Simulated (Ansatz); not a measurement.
Cost and result for the atomization energy of `[OH][InH][B](Cl)Cl` (7 atoms, 6 bonds).

The species carries charge 0 and has multiplicity 1. Correlated methods include outer-core shells of In, which these sets cover unevenly. In takes the def2 core potential. The structure was optimised at the PBE0-D4/def2-TZVP level. It is one conformer, not always the lowest. Program: Ansatz. All runs use 4 threads of a server CPU on a shared host. Times are those of one run each, without the atoms' runs, and a repeat can differ threefold. Electronic energies, without spin–orbit coupling; frozen cores. CCSD(T)/CBS adds CCSD(T) − MP2 in def2-TZVPP to the MP2 limit, and its time is that of the two runs behind it. T1 = 0.016. With those shells the extrapolation isn't a true limit.

CCSD(T)/CBS is a level of theory with its own doubt, some kJ/mol a heavy atom from the limit and from the frozen cores, so smaller differences don't rank the functionals.

| level | functions | wall time |
| --- | --- | --- |
| LDA (SPW92)/def2-TZVPP | 224 | 0.85 s |
| revPBE-D4/def2-TZVPP | 224 | 1.1 s |
| BLYP-D4/def2-TZVPP | 224 | 1.2 s |
| PBE-D4/def2-TZVPP (with forces) | 224 | 1.4 s |
| BHLYP-D4/def2-TZVPP | 224 | 2 s |
| r2SCAN-D4/def2-TZVPP (with forces) | 224 | 2.4 s |
| B2PLYP/def2-TZVPP | 224 | 3.3 s |
| CCSD(T)/def2-SVP | 100 | 3.4 s |
| ωB97X-V/def2-TZVPP | 224 | 4.3 s |
| ωB97M-V/def2-TZVPP (with forces) | 224 | 6 s |
| MP2/def2-QZVPP | 396 | 9.5 s |
| CCSD(T)/def2-TZVPP | 224 | 43 s |
| CCSD(T)/CBS(def2) | – | 53 s |

What atomization energy does each give, and how far from CCSD(T)/CBS? (Estimate.)

The calculation gave: 
| level | atomization (kcal/mol) | difference from CCSD(T)/CBS | per bond |
| --- | --- | --- | --- |
| LDA (SPW92)/def2-TZVPP | 591.9 | 88.2 | 14.7 |
| revPBE-D4/def2-TZVPP | 498.1 | -5.6 | -0.9 |
| BLYP-D4/def2-TZVPP | 494.9 | -8.8 | -1.5 |
| PBE-D4/def2-TZVPP (with forces) | 516.2 | 12.5 | 2.1 |
| BHLYP-D4/def2-TZVPP | 474.7 | -29.0 | -4.8 |
| r2SCAN-D4/def2-TZVPP (with forces) | 508.6 | 4.9 | 0.8 |
| B2PLYP/def2-TZVPP | 491.2 | -12.5 | -2.1 |
| CCSD(T)/def2-SVP | 464.5 | -39.2 | -6.5 |
| ωB97X-V/def2-TZVPP | 504.6 | 0.9 | 0.2 |
| ωB97M-V/def2-TZVPP (with forces) | 505.4 | 1.7 | 0.3 |
| MP2/def2-QZVPP | 516.0 | 12.3 | 2.1 |
| CCSD(T)/def2-TZVPP | 486.8 | -16.9 | -2.8 |
| CCSD(T)/CBS(def2) | 503.7 | 0.0 | 0.0 |

In def2-TZVPP, CCSD(T) changes the Hartree–Fock value by +141.3 kcal/mol (the triples alone add +12.7 kcal/mol) and MP2 by +160.6 kcal/mol; breaking electron pairs costs correlation energy, which Hartree–Fock lacks. From BLYP to BHLYP (50 % exact exchange), in def2-TZVPP and without D4, the atomization energy moves by −17.5 kcal/mol: exact exchange takes away binding that semilocal exchange gives to molecules. At CCSD(T), def2-SVP lies −39.2 kcal/mol from the extrapolated value and def2-TZVPP −16.9 kcal/mol: correlation converges slowly with the basis, and small sets miss more of it in the bonded molecule than in its fragments.

Spin–orbit coupling would lower the free In atoms strongly, and the atomization energy with them, by more than many differences here.
